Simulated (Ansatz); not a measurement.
Gas-phase electronic energies from Ansatz, PBE0-D4/def2-TZVP geometries. CBS: MP2 limit from def2 TZ/QZ plus the TZ coupled-cluster correction, frozen cores. Functionals use def2-TZVPP. For Ga, Se outer-core shells are correlated without core-valence functions, which leaves a few kJ/mol of doubt a bond. Scalar relativity is left out up to krypton. One conformer a species, not always the lowest.

Consider the ligand exchange at the Si–S bond: `C[SiH2][S][GaH2]` + `B[SeH]` → `B[Se][SiH2]C` + `[SH][GaH2]`.

Question: Is it downhill or uphill in electronic energy at CCSD(T)/CBS, and by how much? (Best estimate.)

Answer: Ansatz gave: Uphill: ΔE = +4.4 kJ/mol.

Question: What do these levels give: PBE-D4, r2SCAN-D4, PBE0-D4, ωB97M-V, B2PLYP, MP2/CBS(def2)? (An estimate is asked.)

Answer: The calculation gave: PBE-D4 4.9, r2SCAN-D4 5.4, PBE0-D4 5.1, ωB97M-V 4.8, B2PLYP 3.9, MP2/CBS(def2) 4.1 kJ/mol.

Largest T1 diagnostic among the species: 0.013.
